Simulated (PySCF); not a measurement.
# Ga (gallium, neutral) across methods

[Ar] 3d10 4s2 5s1, 2S determinant (an excited configuration). All numbers are calculated (PySCF 2.14, scalar relativity through the core potential, in aug-cc-pVTZ-PP with ECP10MDF).

```tsv
method	E (hartree)	mean ε 4s α (eV)	mean ε 4s β (eV)	mean ε 5s α (eV)	Σ⟨r²⟩ (bohr²)	⟨S²⟩
PBE0	-259.3053	-12.993	-12.897	-2.142	80.39	0.750
r2SCAN	-259.2265	-12.264	-12.333	-1.830	78.83	0.750
M06-2X	-259.4762	-12.858	-13.058	-2.457	74.68	0.751
UHF	-258.19759	-15.021	-14.816	-2.691	82.61	0.750
LDA	-258.9223	-12.354	-12.286	-1.808	77.90	0.750
BP86	-259.4798	-12.208	-12.158	-1.896	78.69	0.750
wB97X-V	-259.3018	-15.287	-15.202	-2.844	80.47	0.750
PBE	-259.3524	-12.041	-11.968	-1.852	79.81	0.750
```

(1) Estimate the same row for r2SCANh.

Energies and moments cover only the electrons outside the core potential. The outer electron is Rydberg-like, and this basis confines it to a smaller radius and binds it less than a complete one would.

Results:

(1) E (hartree) = -259.2200; mean ε 4s α (eV) = -12.627; mean ε 4s β (eV) = -12.667; mean ε 5s α (eV) = -1.936; Σ⟨r²⟩ (bohr²) = 78.85; ⟨S²⟩ = 0.750.
